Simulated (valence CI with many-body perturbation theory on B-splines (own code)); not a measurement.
## Ba⁴¹⁺: calculated level list

Computed by relativistic CI+MBPT: five valence electrons over a frozen Dirac-Fock core [Ne], a basis of 11 s, 11 p, 10 d, 8 f, 5 g, 2 h functions for each j, with the one-electron correlation potential Σ1, the two-electron term Σ2, the three-electron term Σ3, Breit, model QED; selected CI, second order for the rest, scaled by the run's own slope (own B-spline code, finite nucleus).

No measured spectrum was set against this ion. As an estimate, large intervals hold to a few tenths of a per cent, small ones and those within an open d or f shell to about a per cent. Among the levels kept, up to 3200 cm⁻¹ of a level comes from second order outside the variational space, and about a tenth of that is noise between levels of different J, which matters for small intervals.

Levels 1 to 45 of 169, with energies above the lowest level, (3s^2 3p1/2^2 3p3/2) J=3/2. "Leading %" is the weight of the configuration and term that name the level; weights of strongly mixed levels are sums over their largest components and can fall short. In the jj column 3d3/2^4 stands for four electrons in 3d with j = 3/2. Lifetimes count E1, E2, E3, M1 and M2 decay at the calculated energies, and are blank where another channel may lead or the interval is too uncertain; long ones can be off by a factor of two.

```tsv
No.	Configuration	Term	J	E (Ry)	Leading %	Second component	Lifetime	Leading jj
1	3s²3p³	²P°	3/2	0.000	44	29 % 3s²3p³ ⁴S°		3s^2 3p1/2^2 3p3/2 (98 %)
2	3s²3p³	⁴S°	3/2	6.283	53	45 % 3s²3p³ ²D°	152 ns	3s^2 3p1/2 3p3/2^2 (98 %)
3	3s²3p³	²D°	5/2	6.912	98		816 ns	3s^2 3p1/2 3p3/2^2 (98 %)
4	3s²3p³	²P°	1/2	7.689	98		205 ns	3s^2 3p1/2 3p3/2^2 (98 %)
5	3s²3p²3d	⁴F	3/2	11.714	37	26 % 3s²3p²3d ²D	356 ps	3s^2 3p1/2^2 3d3/2 (96 %)
6	3s3p⁴	⁴P	5/2	13.502	23	18 % 3s²3p²3d ²D	65.4 ps	3s^2 3p1/2^2 3d5/2 (66 %)
7	3s²3p³	²P°	3/2	14.061	53	28 % 3s²3p³ ²D°	71.7 ns	3s^2 3p3/2^3 (97 %)
8	3s3p⁴	⁴P	5/2	14.959	48	14 % 3s3p⁴ ²D	10.1 ps	3s 3p1/2^2 3p3/2^2 (61 %)
9	3s3p⁴	²S	1/2	16.157	48	33 % 3s3p⁴ ⁴P	9.85 ps	3s 3p1/2^2 3p3/2^2 (83 %)
10	3s3p⁴	²D	3/2	16.213	28	27 % 3s3p⁴ ²P	6.27 ps	3s 3p1/2^2 3p3/2^2 (70 %)
11	3s²3p²3d	²F	5/2	17.953	48	44 % 3s²3p²3d ⁴F	399 ps	3s^2 3p1/2 3p3/2 3d3/2 (97 %)
12	3s²3p²3d	⁴F	3/2	18.036	31	29 % 3s²3p²3d ⁴D	31.6 ps	3s^2 3p1/2 3p3/2 3d3/2 (92 %)
13	3s²3p²3d	⁴D	1/2	18.075	78	14 % 3s²3p²3d ²P	240 ps	3s^2 3p1/2 3p3/2 3d3/2 (97 %)
14	3s²3p²3d	²G	7/2	18.559	41	28 % 3s²3p²3d ²F	314 ns	3s^2 3p1/2 3p3/2 3d3/2 (92 %)
15	3s²3p²3d	⁴D	7/2	19.562	46	37 % 3s²3p²3d ⁴F	3.47 ns	3s^2 3p1/2 3p3/2 3d5/2 (98 %)
16	3s²3p²3d	²P	3/2	19.606	33	22 % 3s3p⁴ ⁴P	219 ps	3s^2 3p1/2 3p3/2 3d5/2 (73 %)
17	3s²3p²3d	²F	5/2	19.922	29	23 % 3s²3p²3d ⁴P	5.04 ps	3s^2 3p1/2 3p3/2 3d5/2 (66 %)
18	3s²3p²3d	²D	5/2	20.152	42	19 % 3s²3p²3d ⁴D	2.47 ps	3s^2 3p1/2 3p3/2 3d3/2 (54 %)
19	3s²3p²3d	²G	9/2	20.223	55	44 % 3s²3p²3d ⁴F		3s^2 3p1/2 3p3/2 3d5/2 (98 %)
20	3s²3p²3d	⁴P	3/2	20.432	24	24 % 3s²3p²3d ²D	1.07 ps	3s^2 3p1/2 3p3/2 3d3/2 (76 %)
21	3s²3p²3d	²P	1/2	20.443	40	36 % 3s²3p²3d ⁴P	1.45 ps	3s^2 3p1/2 3p3/2 3d3/2 (84 %)
22	3s²3p²3d	²F	7/2	21.438	45	31 % 3s²3p²3d ²G	7.45 ps	3s^2 3p1/2 3p3/2 3d5/2 (86 %)
23	3s²3p²3d	²D	5/2	21.596	35	22 % 3s²3p²3d ²F	3.22 ps	3s^2 3p1/2 3p3/2 3d5/2 (73 %)
24	3s²3p²3d	²D	3/2	21.673	43	22 % 3s²3p²3d ⁴D	7.92 ps	3s^2 3p1/2 3p3/2 3d5/2 (62 %)
25	3s²3p²3d	²S	1/2	21.825	34	32 % 3s²3p²3d ²P	5.52 ps	3s^2 3p1/2 3p3/2 3d5/2 (74 %)
26	3s3p⁴	⁴P	3/2	22.332	26	25 % 3s²3p²3d ²P	4.12 ps	3s^2 3p1/2 3p3/2 3d5/2 (47 %)
27	3s3p⁴	²D	5/2	22.876	55	11 % 3s²3p²3d ⁴D	3.80 ps	3s 3p1/2 3p3/2^3 (62 %)
28	3s3p⁴	²P	3/2	23.936	45	19 % 3s3p⁴ ²D	2.04 ps	3s 3p1/2 3p3/2^3 (71 %)
29	3s3p⁴	²P	1/2	23.981	34	26 % 3s²3p²3d ²P	2.14 ps	3s 3p1/2 3p3/2^3 (56 %)
30	3s3p³3d	⁶D°	5/2	25.992	29	21 % 3s3p³3d ⁴F°	64.1 ps	3s 3p1/2^2 3p3/2 3d3/2 (89 %)
31	3s3p³3d	⁶D°	3/2	26.100	36	16 % 3s3p³3d ⁴D°	42.9 ps	3s 3p1/2^2 3p3/2 3d3/2 (90 %)
32	3s3p³3d	⁶D°	1/2	26.153	44	38 % 3s3p³3d ⁴P°	74.7 ps	3s 3p1/2^2 3p3/2 3d3/2 (90 %)
33	3s3p³3d	⁶D°	7/2	26.356	31	22 % 3s3p³3d ⁴F°	85.9 ps	3s 3p1/2^2 3p3/2 3d3/2 (75 %)
34	3s²3p²3d	²F	7/2	26.547	43	36 % 3s²3p²3d ⁴D	5.40 ps	3s^2 3p3/2^2 3d5/2 (62 %)
35	3s²3p²3d	²D	5/2	26.558	33	18 % 3s²3p²3d ²F	1.64 ps	3s^2 3p3/2^2 3d3/2 (79 %)
36	3s²3p²3d	²P	1/2	26.622	44	26 % 3s²3p²3d ⁴P	1.44 ps	3s^2 3p3/2^2 3d3/2 (67 %)
37	3s²3p²3d	²D	3/2	26.640	26	24 % 3s²3p²3d ⁴P	1.28 ps	3s^2 3p3/2^2 3d3/2 (77 %)
38	3s²3p²3d	⁴F	9/2	26.838	55	43 % 3s²3p²3d ²G	129 ns	3s^2 3p3/2^2 3d5/2 (97 %)
39	3s²3p²3d	²F	7/2	26.845	65	25 % 3s²3p²3d ²G	3.32 ps	3s^2 3p3/2^2 3d3/2 (58 %)
40	3s²3p²3d	²S	1/2	26.957	38	25 % 3s²3p²3d ²P	11.0 ps	3s^2 3p3/2^2 3d5/2 (70 %)
41	3s3p³3d	⁴F°	3/2	27.284	30	13 % 3s3p³3d ²D°	10.7 ps	3s 3p1/2^2 3p3/2 3d3/2 (67 %)
42	3s3p³3d	⁶D°	9/2	27.621	44	40 % 3s3p³3d ⁴F°	74.5 ps	3s 3p1/2^2 3p3/2 3d5/2 (92 %)
43	3s²3p²3d	²D	3/2	27.692	61	17 % 3s²3p²3d ²P	1.79 ps	3s^2 3p3/2^2 3d3/2 (81 %)
44	3s3p³3d	⁴G°	5/2	28.217	32	18 % 3s3p³3d ²F°	5.16 ps	3s 3p1/2^2 3p3/2 3d3/2 (82 %)
45	3s²3p²3d	²D	5/2	28.387	78	13 % 3s²3p²3d ⁴D	672 ps	3s^2 3p3/2^2 3d5/2 (97 %)
```

The ionisation energy to 3s²3p² ³P0 of the next ion comes out as 3084.1 eV (NIST: 3081 ± 4 eV (theoretical)). All 169 levels together are meant to be complete up to 43.978 Ry.
